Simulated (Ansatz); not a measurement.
Al(OH)3 (AlO₃H₃), 7 atoms. Hardware: 4 threads of Arm Neoverse V2 on a shared host.

Correlated methods freeze 8 core orbitals.

(1) How many basis functions does each of these Ansatz runs have, and roughly what does it cost? PBE-D4/def2-TZVP, charge 0 singlet, relaxation, 5 steps; r2SCAN-D4/def2-TZVPD, charge 0 singlet, energy, from earlier orbitals; PBE-D4/def2-TZVP, charge 1 doublet at the geometry of the charge 0 singlet, energy, from earlier orbitals; PBE0-D4/def2-TZVPD, charge -1 doublet at the geometry of the charge 0 singlet, energy, from earlier orbitals; r2SCAN-D4/def2-TZVP, charge 0 triplet at the geometry of the charge 0 singlet, energy, from earlier orbitals; PBE0-D4/def2-TZVP, charge 1 doublet at the geometry of the charge 0 singlet, energy, from earlier orbitals; r2SCAN-D4/def2-TZVP, charge 1 doublet at the geometry of the charge 0 singlet, energy, from earlier orbitals; CCSD(T)/def2-TZVPP, charge 0 singlet, energy, from earlier orbitals; MP2/def2-TZVP, charge 0 singlet, energy, from earlier orbitals; HSE06-D4/def2-TZVP, charge 0 singlet, energy, from earlier orbitals; PBE0-D4/def2-SVP, charge 0 singlet, energy, from earlier orbitals; PBE0-D4/def2-SVP, charge 0 singlet, energy with a search over starts.

Results:

(1) Other jobs shared the machine, so times can vary by a factor of up to 3. A dash marks memory too small to be measured apart from the calling script's.

```json
{"run": "PBE0-D4/def2-SVP, charge 0 singlet, energy, from earlier orbitals", "functions": "75", "fitting or Cholesky vectors": "701", "wall time": "0.55 s", "peak host memory (GiB)": "–"}
{"run": "MP2/def2-TZVP, charge 0 singlet, energy, from earlier orbitals", "functions": "148", "fitting or Cholesky vectors": "987", "wall time": "0.75 s", "peak host memory (GiB)": "–"}
{"run": "PBE0-D4/def2-SVP, charge 0 singlet, energy with a search over starts", "functions": "75", "fitting or Cholesky vectors": "701", "wall time": "0.76 s", "peak host memory (GiB)": "–"}
{"run": "HSE06-D4/def2-TZVP, charge 0 singlet, energy, from earlier orbitals", "functions": "148", "fitting or Cholesky vectors": "864", "wall time": "1.1 s", "peak host memory (GiB)": "–"}
{"run": "PBE-D4/def2-TZVP, charge 1 doublet at the geometry of the charge 0 singlet, energy, from earlier orbitals", "functions": "148", "fitting or Cholesky vectors": "844", "wall time": "1.8 s", "peak host memory (GiB)": "–"}
{"run": "r2SCAN-D4/def2-TZVPD, charge 0 singlet, energy, from earlier orbitals", "functions": "190", "fitting or Cholesky vectors": "969", "wall time": "2.4 s", "peak host memory (GiB)": "–"}
{"run": "PBE0-D4/def2-TZVP, charge 1 doublet at the geometry of the charge 0 singlet, energy, from earlier orbitals", "functions": "148", "fitting or Cholesky vectors": "864", "wall time": "2.5 s", "peak host memory (GiB)": "–"}
{"run": "PBE-D4/def2-TZVP, charge 0 singlet, relaxation, 5 steps", "functions": "148", "fitting or Cholesky vectors": "844", "wall time": "3.4 s", "peak host memory (GiB)": "–"}
{"run": "PBE0-D4/def2-TZVPD, charge -1 doublet at the geometry of the charge 0 singlet, energy, from earlier orbitals", "functions": "190", "fitting or Cholesky vectors": "999", "wall time": "3.7 s", "peak host memory (GiB)": "–"}
{"run": "r2SCAN-D4/def2-TZVP, charge 1 doublet at the geometry of the charge 0 singlet, energy, from earlier orbitals", "functions": "148", "fitting or Cholesky vectors": "844", "wall time": "4.2 s", "peak host memory (GiB)": "–"}
{"run": "r2SCAN-D4/def2-TZVP, charge 0 triplet at the geometry of the charge 0 singlet, energy, from earlier orbitals", "functions": "148", "fitting or Cholesky vectors": "844", "wall time": "4.3 s", "peak host memory (GiB)": "–"}
{"run": "CCSD(T)/def2-TZVPP, charge 0 singlet, energy, from earlier orbitals", "functions": "177", "fitting or Cholesky vectors": "1099", "wall time": "23 s", "peak host memory (GiB)": "1.7"}
```
